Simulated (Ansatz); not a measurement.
Cost and result for the atomization energy of C$_{2}$H$_{8}$Sn, SMILES `[CH3][SnH2][CH3]` (11 atoms, 10 bonds).

```xyz
11

C    -1.243   -0.728    1.077
Sn    0.022    0.792    0.252
C     1.222   -0.034   -1.319
H    -1.858   -0.317    1.878
H    -0.636   -1.539    1.480
H    -1.898   -1.129    0.303
H     1.036    1.426    1.479
H    -0.941    2.068   -0.369
H     1.841   -0.843   -0.929
H     0.583   -0.429   -2.109
H     1.872    0.732   -1.743
```

The species carries charge 0 and has multiplicity 1. Correlated methods include outer-core shells of Sn, which these sets cover unevenly. Sn: def2 effective core potential. The geometry is a stationary point of PBE0-D4/def2-TZVP. Program: Ansatz. All runs use 4 threads of a server CPU on a shared host. Times are those of one run each, without the atoms' runs, and a repeat can differ threefold. Electronic energies, without spin–orbit coupling; frozen cores. CCSD(T)/CBS adds CCSD(T) − MP2 in def2-TZVPP to the MP2 limit, and its time is that of the two runs behind it. T1 = 0.011. With those shells the extrapolation isn't a true limit. B3LYP takes the VWN-RPA correlation (the form of Gaussian; ORCA's B3LYP/G). HSE06 is the plane-wave form, built on full-range PBE exchange.

CCSD(T)/CBS is a level of theory with its own doubt, some kJ/mol a heavy atom from the limit and from the frozen cores, so smaller differences don't rank the functionals.

```csv
level,functions,wall time
PBE-D4/def2-TZVPP (with forces),224,1.7 s
BHLYP-D4/def2-TZVPP,224,1.7 s
PBE0-D4/def2-TZVPP,224,1.8 s
HSE06-D4/def2-TZVPP,224,1.9 s
r2SCANh-D4/def2-TZVPP,224,2.5 s
r2SCAN-D4/def2-TZVPP (with forces),224,2.5 s
B3LYP-D4/def2-TZVPP (with forces),224,2.7 s
CCSD(T)/def2-SVP,94,2.8 s
ωB97X-V/def2-TZVPP,224,4.3 s
B97M-V/def2-TZVPP,224,4.5 s
MP2/def2-QZVPP,436,11 s
CCSD(T)/def2-TZVPP,224,49 s
CCSD(T)/CBS(def2),–,60 s
```

Q: What atomization energy does each give, and how far from CCSD(T)/CBS? (Estimate.)

A: Computed: 
```tsv
level	atomization (kJ/mol)	difference from CCSD(T)/CBS	per bond
PBE-D4/def2-TZVPP (with forces)	3616.0	-11.5	-1.2
BHLYP-D4/def2-TZVPP	3544.9	-82.6	-8.3
PBE0-D4/def2-TZVPP	3593.4	-34.1	-3.4
HSE06-D4/def2-TZVPP	3594.0	-33.5	-3.3
r2SCANh-D4/def2-TZVPP	3591.4	-36.1	-3.6
r2SCAN-D4/def2-TZVPP (with forces)	3601.4	-26.1	-2.6
B3LYP-D4/def2-TZVPP (with forces)	3602.6	-24.9	-2.5
CCSD(T)/def2-SVP	3427.1	-200.4	-20.0
ωB97X-V/def2-TZVPP	3620.4	-7.1	-0.7
B97M-V/def2-TZVPP	3634.4	6.9	0.7
MP2/def2-QZVPP	3570.3	-57.2	-5.7
CCSD(T)/def2-TZVPP	3551.8	-75.7	-7.6
CCSD(T)/CBS(def2)	3627.5	0.0	0.0
```

At CCSD(T), def2-SVP lies −200.4 kJ/mol from the extrapolated value and def2-TZVPP −75.7 kJ/mol: correlation converges slowly with the basis, and small sets miss more of it in the bonded molecule than in its fragments. From BLYP to BHLYP (50 % exact exchange), in def2-TZVPP and without D4, the atomization energy moves by −8.6 kJ/mol: exact exchange takes away binding that semilocal exchange gives to molecules. In def2-TZVPP, CCSD(T) changes the Hartree–Fock value by +839.7 kJ/mol (the triples alone add +37.3 kJ/mol) and MP2 by +813.4 kJ/mol; breaking electron pairs costs correlation energy, which Hartree–Fock lacks.

Spin–orbit coupling would lower the free Sn atoms strongly, and the atomization energy with them, by more than many differences here. For some Ge, Se and Sn compounds the MP2-based and the directly extrapolated limit differ by 10 to 25 kJ/mol.
